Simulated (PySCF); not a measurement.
Polarisability and C₆ of Fe (iron, neutral)

[Ar] 3d6 4s1 4p1, one real determinant (an excited configuration). Calculation: PySCF 2.14, in ANO-RCC-VTZP; the spin-free X2C one-electron Hamiltonian (Gaussian nucleus). Coupled (time-dependent) response in atomic units; α is the mean over directions. The basis has no added diffuse functions, which lowers α and C₆.

```
method  mean α (bohr³)         α xx, yy, zz  C₆ (like pair)  S(−4)
 B97-3           55.86  46.81, 46.81, 73.96           472.5   2483
```

S(−4) is the Cauchy moment in α(ω) = α(0) + S(−4) ω² + …

α(iu) at B97-3:

```json
{"u (hartree)": "0", "α(iu) (bohr³)": "55.86"}
{"u (hartree)": "0.0500", "α(iu) (bohr³)": "50.78"}
{"u (hartree)": "0.100", "α(iu) (bohr³)": "41.93"}
{"u (hartree)": "0.200", "α(iu) (bohr³)": "27.58"}
{"u (hartree)": "0.300", "α(iu) (bohr³)": "18.65"}
{"u (hartree)": "0.500", "α(iu) (bohr³)": "10.00"}
{"u (hartree)": "0.750", "α(iu) (bohr³)": "5.876"}
{"u (hartree)": "1.00", "α(iu) (bohr³)": "4.071"}
{"u (hartree)": "1.50", "α(iu) (bohr³)": "2.474"}
{"u (hartree)": "2.00", "α(iu) (bohr³)": "1.726"}
{"u (hartree)": "3.00", "α(iu) (bohr³)": "0.9911"}
{"u (hartree)": "5.00", "α(iu) (bohr³)": "0.4457"}
```

The components differ because the open shell of this determinant is not spherical; for a pure term their mean is the scalar polarisability.

⟨L²⟩ = 8.02 against 12 for a pure F term, so this real determinant mixes terms.
